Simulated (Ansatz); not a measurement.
Two isomers of AlGeH4NO: A = `[NH2][Al]1[O][GeH2]1`, B = `[OH][GeH]1[NH][AlH]1`.

Calculated with Ansatz (gas phase, PBE0-D4/def2-TZVP geometries, no zero-point term in ΔE). CCSD(T)/CBS is the MP2 limit (def2-TZVPP, def2-QZVPP) plus CCSD(T) − MP2 in def2-TZVPP, frozen cores. DFT in def2-TZVPP. B3LYP here is the variant with VWN-RPA as its local correlation; programs differ in this. For Ge outer-core shells are correlated without core-valence functions, which leaves a few kJ/mol of doubt a bond. Scalar relativity is left out up to krypton. Each species was taken in one conformer, which may not be the lowest.

Which isomer does CCSD(T)/CBS put lower? Give the gap. (An estimate is asked.)

Ansatz gave: A, by 95.0 kJ/mol.

Give E(B) − E(A) in kJ/mol with CCSD/def2-TZVPP, MP2/def2-TZVPP, CCSD(T)/def2-SVP, B3LYP-D4, B2PLYP, B3LYP, LDA (SPW92). (An estimate is asked.)

Ansatz gave: CCSD/def2-TZVPP 96.2, MP2/def2-TZVPP 96.3, CCSD(T)/def2-SVP 93.7, B3LYP-D4 98.6, B2PLYP 99.8, B3LYP 100.9, LDA (SPW92) 91.0. None reverses the order clearly.

Does the order hold for the free energy at 298.15 K (harmonic terms from PBE0-D4)? (Estimate.)

Ansatz gave: Yes: G(B) − G(A) = +93.6 kJ/mol, for one conformer each.

Largest T1 diagnostic: 0.014.

Leaving LDA and LC-ωPBE aside and taking each functional with its dispersion term where it has one, the values, not all of them listed here, spread over 12.6 kJ/mol, from revPBE-D4 to CAM-B3LYP-D4. In def2-TZVPP, CCSD(T) changes the Hartree–Fock value by −5.4 kJ/mol (the triples alone add −2.1 kJ/mol) and MP2 by −3.2 kJ/mol.
